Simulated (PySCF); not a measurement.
## TlZn at PBEsol

Level: PBEsol. basis Tl def2-SVP with ECP60, Zn def2-SVP; scalar-relativistic core potentials; PySCF 2.14.

```json
{
  "state": "²Π (doublet), unpaired electrons π ↑",
  "bond length": "2.760 Å",
  "harmonic wavenumber": "122 cm⁻¹",
  "force constant": "0.429 mdyn/Å",
  "rotational constant Be": "0.04540 cm⁻¹",
  "anharmonicity ωexe": "0.730 cm⁻¹",
  "vibration–rotation constant αe": "0.000311 cm⁻¹",
  "well depth De to Tl + Zn": "0.57 eV",
  "dissociation energy D0": "0.56 eV",
  "bond order (Mayer)": "0.72",
  "dipole moment (positive dipole means Tl(−)Zn(+))": "1.12 D"
}
```

These are scalar-relativistic numbers at best; spin–orbit coupling would shift them, the dissociation energy most. The state was picked by a PBE0 search and need not be the measured ground state.
